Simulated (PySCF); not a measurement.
GeFCl3, SMILES [F][Ge]([Cl])([Cl])[Cl].

Geometry: B3LYP-D3(BJ)/def2-SVP.

All values below come from ωB97X/def2-TZVP in PySCF.

Symmetry labels are those of the subgroup Cs that the program uses (full group C3v).

### Question
List the valence orbital energies around the gap with their symmetry. (An estimate is asked for; the answer gives what the named calculation found.)

### Answer

```json
[
 {"orbital": "HOMO−7", "symmetry": "A\"", "energy (eV)": "-14.21"},
 {"orbital": "HOMO−6", "symmetry": "A'", "energy (eV)": "-14.21"},
 {"orbital": "HOMO−5", "symmetry": "A'", "energy (eV)": "-13.11"},
 {"orbital": "HOMO−4", "symmetry": "A\"", "energy (eV)": "-12.92"},
 {"orbital": "HOMO−3", "symmetry": "A'", "energy (eV)": "-12.92"},
 {"orbital": "HOMO−2", "symmetry": "A'", "energy (eV)": "-12.50"},
 {"orbital": "HOMO−1", "symmetry": "A\"", "energy (eV)": "-12.50"},
 {"orbital": "HOMO", "symmetry": "A\"", "energy (eV)": "-12.29"},
 {"orbital": "LUMO", "symmetry": "A'", "energy (eV)": "-0.26"},
 {"orbital": "LUMO+1", "symmetry": "A'", "energy (eV)": "2.29"},
 {"orbital": "LUMO+2", "symmetry": "A'", "energy (eV)": "2.78"},
 {"orbital": "LUMO+3", "symmetry": "A\"", "energy (eV)": "2.78"}
]
```
